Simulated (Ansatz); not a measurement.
`[AlH2][NH][SiH3]` + `O=COC[SiH2]Cl` → `[SiH3][NH][AlH][SiH2]Cl` + `COC=O`  (formal exchange of groups at the Al–H bond)

Calculated with Ansatz (gas phase, PBE0-D4/def2-TZVP geometries, no zero-point term in ΔE). CCSD(T)/CBS adds triple-zeta CCSD(T) − MP2 to the extrapolated MP2 energy (def2 sets, frozen cores). DFT in def2-TZVPP. HSE06 is defined as in plane-wave codes. Each species was taken in one conformer, which may not be the lowest.

| level | ΔE (kJ/mol) | difference from CCSD(T)/CBS |
| --- | --- | --- |
| PBE-D4 | -29.4 | -10.1 |
| BLYP-D4 | -19.7 | -0.4 |
| r2SCAN-D4 | -21.1 | -1.8 |
| r2SCAN0-D4 | -21.9 | -2.6 |
| ωB97X-V | -18.5 | 0.8 |
| ωB97M-V | -12.4 | 6.9 |
| BLYP | -20.1 | -0.8 |
| PBE0 | -27.7 | -8.4 |
| HSE06 | -27.8 | -8.5 |
| RPA@PBE/def2-TZVPP | -17.7 | 1.6 |
| MP2/def2-SVP | -13.6 | 5.7 |
| HF/def2-TZVPP | -16.3 | 3.0 |
| CCSD/def2-TZVPP | -19.1 | 0.2 |
| MP2/def2-QZVPP | -13.3 | 6.0 |
| SCS-MP2/def2-QZVPP | -13.6 | 5.7 |
| HF/CBS(def2) | -15.4 | 3.9 |
| CCSD(T)/CBS | -19.3 | 0 |

**Question.** What do rigid-rotor, harmonic-oscillator terms from PBE0-D4/def2-TZVP frequencies (298.15 K, 1 bar) make of the CCSD(T)/CBS value? (An estimate is asked.)

**Answer.** Computed: ΔZPE = +9.7 kJ/mol, ΔH = -8.4 kJ/mol, ΔS = 8 J/(mol·K), ΔG = -10.9 kJ/mol. Modes under 50 cm⁻¹ make the entropy rough.

Largest T1 diagnostic among the species: 0.015.

Leaving LDA and LC-ωPBE aside and taking each functional with its dispersion term where it has one, the values, not all of them listed here, spread over 18.3 kJ/mol, from PBE-D4 to B97M-V. LDA lies +5.4 kJ/mol from PBE without D4.
